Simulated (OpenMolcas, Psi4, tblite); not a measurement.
## Si2H2OF2 (SMILES F[Si]1(F)O[SiH2]1): the HOMO–LUMO gap, rung by rung

Si2H2OF2 has 7 atoms, charge 0, and is taken as a singlet. As SMILES, `F[Si]1(F)O[SiH2]1`. The shape is that of a PBE0-D4/def2-TZVP optimisation.

Quantity: the HOMO–LUMO gap, in eV. The values are calculated.

```csv
level,kind,program,value (eV),CPU time
GFN1-xTB,semi-empirical,tblite,4.22,under 2 s
HF/def2-SVP (density fitting),Hartree–Fock,Psi4,12.69,1.6 s
SVWN5/def2-SVP,LDA,OpenMolcas,4.15,33 s
BLYP/def2-SVP,GGA,OpenMolcas,4.24,36 s
PBE/def2-SVP,GGA,OpenMolcas,4.25,36 s
r2SCAN/def2-SVP,meta-GGA,OpenMolcas,4.81,39 s
M06-2X/def2-SVP,hybrid meta-GGA,OpenMolcas,8.34,33 s
B2PLYP/def2-SVP,double hybrid,OpenMolcas,8.70,21 s
```

The values span 4.15 to 12.69 eV. Orbital gaps aren't excitation energies, and those of double hybrids come from the SCF part alone; they tend to grow with the share of exact exchange. Times are those of the runs behind each value, whatever else they computed, on shared processors of several kinds: orders of magnitude only.
